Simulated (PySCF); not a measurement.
**Electronic structure of N³⁺ (nitrogen, charge +3) at the UHF level**

Configuration: [He] 2s2, closed-shell 1S. All numbers are calculated (PySCF 2.14, scalar relativity by spin-free X2C-1e, in dyall-acv3z (15s9p4d2f, 76 functions)).

| Property | Result |
| --- | --- |
| Total energy | -51.112119 hartree |
| One-electron energy | -60.4304 hartree |
| Hartree (Coulomb) energy | 14.4601 hartree |
| Exchange energy | -5.1418 hartree |
| ⟨S²⟩ | 0.0000 |
| ⟨L²⟩ | 0.000 |
| Sum of ⟨r⟩ | 2.676 bohr |
| Sum of ⟨r²⟩ | 3.038 bohr² |
| Langevin diamagnetic susceptibility | -2.41 ×10⁻⁶ cm³/mol |

```
shell  electrons  mean orbital energy (eV)  rms radius, mean of both spins (bohr)
   1s          2                   -493.30                                  0.263
   2s          2                   -75.332                                   1.20
```
